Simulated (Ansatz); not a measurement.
```xyz
11

N    -1.349    0.941   -0.520
V    -0.039    0.064    0.404
N    -0.164   -1.717    0.018
N     1.580    0.665   -0.194
S    -0.230    0.381    2.384
H    -2.225    1.234   -0.113
H    -1.145    1.457   -1.364
H     0.005   -2.451    0.691
H    -0.711   -2.051   -0.762
H     2.136    1.356    0.289
H     2.141    0.122   -0.833
```

Charge 0, multiplicity 1.

Task: List the CAM-B3LYP/def2-TZVPP orbital energies in eV (Ansatz). (Estimate.)

Result: Computed: Occupied: -5361.02, -2418.70, -609.64, -514.47, -514.47, -514.39, -391.22, -391.22, -391.22, -216.77, -161.26, -161.26, -161.25, -75.20, -48.71, -48.71, -48.67, -24.94, -24.69, -24.69, -19.53, -15.23, -15.23, -15.23, -12.62, -12.60, -12.60, -9.92, -9.92, -9.77, -8.60, -8.43, -8.43. Lowest empty: -0.88, -0.88, -0.09, 0.49, 0.49, 0.98, 2.62, 2.62.
